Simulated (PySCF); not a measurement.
ethylene carbonate (C₃H₄O₃), SMILES O=C1OCCO1. Atoms are numbered in the order given.

```xyz
10

O      0.0000     0.0000     2.0398
C      0.0000     0.0000     0.8521
O      0.1039    -1.1064     0.0699
C     -0.1139    -0.7585    -1.2945
C      0.1139     0.7585    -1.2945
O     -0.1039     1.1064     0.0699
H      0.5924    -1.3113    -1.9286
H     -1.1445    -1.0295    -1.5789
H     -0.5924     1.3113    -1.9286
H      1.1445     1.0295    -1.5789
```
Charge 0, spin multiplicity 1.

Geometry: B3LYP-D3(BJ)/def2-SVP. Other conformers were not sampled.

Method: PySCF with TDDFT-PBE/def2-SVPD.

Vertical excitations. Gas-phase values at a fixed geometry. State labels are in the subgroup C2.

Task: List the lowest excited states. (Estimate from the structure and the level; the computed values follow.)

Result: 
```csv
state,symmetry,energy (eV),λ (nm),f,main pairs
S1,B,6.64,187,0.002,HOMO→LUMO 100 %
S2,A,6.81,182,0.001,HOMO→LUMO+1 98 %
S3,B,7.02,177,0.009,HOMO→LUMO+2 100 %
S4,A,7.10,175,0.001,HOMO−1→LUMO 99 %
S5,B,7.18,173,0.008,HOMO−2→LUMO 97 %
S6,B,7.51,165,0.028,HOMO−1→LUMO+1 85 %
S7,A,7.51,165,0.000,HOMO−1→LUMO+2 99 %
S8,B,7.60,163,0.011,HOMO−2→LUMO+2 91 %
S9,A,7.69,161,0.001,HOMO→LUMO+3 100 %
S10,A,7.90,157,0.008,HOMO→LUMO+4 100 %
T1,A,6.31,197,0,HOMO→LUMO+1 95 %
T2,A,6.55,189,0,HOMO−2→LUMO+1 93 %
T3,B,6.58,188,0,HOMO→LUMO 99 %
T4,B,6.83,182,0,HOMO−1→LUMO+1 99 %
```
Triplets are in the Tamm–Dancoff approximation, which puts them higher than full response would, so one can lie above its singlet here.
